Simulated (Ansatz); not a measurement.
Ideal-gas functions of FH4N2Si (`[NH][SiH](N)F`) radical at 298.15 K and 1 bar, from an Ansatz frequency run at PBE0-D4/def2-TZVP.

Molar mass 79.13 g/mol, point group C1 (symmetry number 1), electronic degeneracy 2, moments of inertia 72.044, 80.632, 130.204 u Å². Harmonic wavenumbers (cm⁻¹, unscaled): 133, 209, 254, 272, 324, 340, 689, 723, 833, 856, 878, 903, 950, 1577, 2292, 3498, 3628, 3727.

Use S(trans) = R[1.5 ln M + 2.5 ln T − 1.1517]; rotational temperatures θ = 24.2544 K / I; S(rot) = R[ln(√π/σ · √(T³/θAθBθC)) + 1.5]; for each mode x = 1.438777 ν̃/T, S = R[x/(eˣ − 1) − ln(1 − e⁻ˣ)] and H = RT x/(eˣ − 1); 1 cm⁻¹ = 0.0119627 kJ/mol; R = 8.31446 J/(mol·K).

**Question.** By hand: the entropy, in J/(mol·K).

**Answer.** Translation 163.4. Rotation: θ = 0.3367, 0.3008, 0.1863 K, giving 104.8. Vibration, mode by mode: 12.14, 8.59, 7.12, 6.63, 5.40, 5.07, 1.34, 1.17, 0.76, 0.70, 0.64, 0.58, 0.48, 0.04, 0.00, 0.00, 0.00, 0.00, in all 50.6. Electronic 5.8. Sum 324.6 J/(mol·K).

**Question.** By hand: H − E and G − E in kJ/mol, counted from the electronic energy.

**Answer.** Zero-point energy ½ × 22086 × 0.0119627 = 132.1; thermal vibration 9.0; translation, rotation and pV give 4 RT = 9.9. H − E = 151.0 kJ/mol, and G − E = 151.0 − 298.15 × 324.6/1000 = 54.2 kJ/mol.

Vibration gives 16 % of the entropy, 12.1 J/(mol·K) of it from the mode under 150 cm⁻¹: soft modes count most, and the harmonic formula is weakest for them. The sum counts one conformer and one mirror image; others add a mixing term.
